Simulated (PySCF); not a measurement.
## Assigning NMR signals

Molfile (atoms numbered from 1):
```
C3H7NOSi
     RDKit          3D

 13 12  0  0  0  0  0  0  0  0999 V2000
   -2.1184    0.0705   -0.5236 C   0  0  0  0  0  0  0  0  0  0  0  0
   -0.7989   -0.4753   -0.0021 C   0  0  0  0  0  0  0  0  0  0  0  0
    0.0908    0.5881    0.2109 O   0  0  0  0  0  0  0  0  0  0  0  0
    1.6089    0.6478    0.7445 Si  0  0  0  0  0  4  0  0  0  0  0  0
    2.7437   -0.3764   -0.3448 C   0  0  0  0  0  0  0  0  0  0  0  0
    3.4204   -1.0135   -1.0149 N   0  0  0  0  0  0  0  0  0  0  0  0
   -1.9567    0.6027   -1.4573 H   0  0  0  0  0  0  0  0  0  0  0  0
   -2.5461    0.7606    0.1991 H   0  0  0  0  0  0  0  0  0  0  0  0
   -2.8154   -0.7452   -0.6937 H   0  0  0  0  0  0  0  0  0  0  0  0
   -0.3618   -1.1732   -0.7263 H   0  0  0  0  0  0  0  0  0  0  0  0
   -0.9553   -1.0151    0.9398 H   0  0  0  0  0  0  0  0  0  0  0  0
    1.7816    0.0709    2.0808 H   0  0  0  0  0  0  0  0  0  0  0  0
    1.9028    2.0588    0.5700 H   0  0  0  0  0  0  0  0  0  0  0  0
  1  2  1  0
  2  3  1  0
  3  4  1  0
  4  5  1  0
  5  6  3  0
  1  7  1  0
  1  8  1  0
  1  9  1  0
  2 10  1  0
  2 11  1  0
  4 12  1  0
  4 13  1  0
M  END
```

Calculated, not measured (PySCF): GFN2-xTB geometry, GIAO PBE0/pcSseg-1 shieldings. No solvent, equivalent nuclei averaged, no relativistic terms, a single conformation.

Chemical shifts δ = σref − σ; ¹³C (σ = 186.93 ppm), ¹H (σ = 31.72 ppm) vs TMS, all at this level.

**Question.** Assign these signals to the numbered atoms. ¹³C{¹H} NMR (computed): δ 124.6 (C), 63.6 (CH2), 20.4 (CH3).

**Answer.** 
```tsv
δ (ppm)	atoms	environment	reason
124.6	C5	nitrile carbon	C≡N carbons fall here, among the sp2 signals but without a proton
63.6	C2	sp3 CH2 bonded to O	pulled downfield by the heteroatom
20.4	C1	methyl carbon	a saturated carbon with 1 carbon neighbour and no heteroatom attached
```

**Question.** Assign these signals to the numbered atoms. ¹H NMR (300 MHz, computed): δ 4.95 (s, 2H), 4.03 (q, 2H), 1.41 (t, 3H).

**Answer.** 
4.95 → H12/H13, hydrogen on a silicon bonded to C, O
4.03 → H10/H11, hydrogen on an sp3 CH2 bonded to O: its carbon carries O, an electronegative neighbour
1.41 → H7/H8/H9, hydrogen on a methyl carbon

Shifts are as computed. Against solution values, carbons near 30 ppm lie about +3 ppm off and those near 130 ppm about +5 ppm (rms about the fit 2.1 ppm; single classes can miss by 10 ppm). Of 1328 compounds with measured shifts, 309 miss one by over three times the rms of a fit or turn the order of signals round; such compounds aren't used in these exercises. Signals without a measured value on file couldn't be tested in this way; 1H shifts scatter by 0.2 ppm about their fit, and single ones miss by 0.5 ppm. No couplings were computed; multiplicities are counted from neighbouring protons, with m where these are inequivalent, close in shift, in a saturated or five-membered ring or joined by F or P, and br s for small geminal =CH2 splittings.
